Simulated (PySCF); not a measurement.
Gas-phase reaction: GeH₃F + 4 GeO₂ = 5 GeO + H₂O₂ + HOF

Energies from PySCF, thermal terms from the rigid-rotor harmonic-oscillator model, ideal gas at 1 bar. S°(298 K) at PBE0/def2-TZVP differs from the NASA 1993 table for H₂O₂ (-8 J/mol/K); whether the harmonic model or the table's entry is off was not settled. † marks an energy on the PBE0/def2-TZVP geometry and frequencies; other levels use their own. MP2 freezes the core. 6-31G* has spherical d functions here. All species are closed-shell singlets. B3LYP is the form with VWN-RPA correlation. Ge: all electrons, no relativistic terms. No R ln 2 is added for the mirror-image form of H₂O₂. GeO₂: computed as isolated molecules; such fragments, hydroxides, amides, oligomers or adducts are transient or little studied in the gas. MP2 isn't extrapolated to the basis-set limit; its ΔH°(298 K) is 218.0 kJ in def2-SVP and 320.5 kJ in def2-TZVPP. The harmonic model lacks anharmonicity and excited electronic states, which grow with temperature; levels with a mode under 35 cm⁻¹ are left out. Internal rotation in H₂O₂ is treated as a harmonic vibration of one conformer, which makes the entropy rough.

```csv
level,"ΔE electronic, kJ","ΔH°(298 K), kJ","ΔS°(298 K), J/K","ΔG°(800 K), kJ"
B3LYP/def2-TZVP†,132,152,342,-115
BLYP/def2-TZVP†,136,156,342,-111
HF/6-31G*,6,33,342,-233
HF/def2-TZVP†,121,141,342,-126
MP2/def2-TZVPP†,300,320,342,54
PBE0/def2-SVP†,126,146,342,-121
```
ΔH° is lowest at HF/6-31G* and highest at MP2/def2-TZVPP†. No reference value is set beside these.
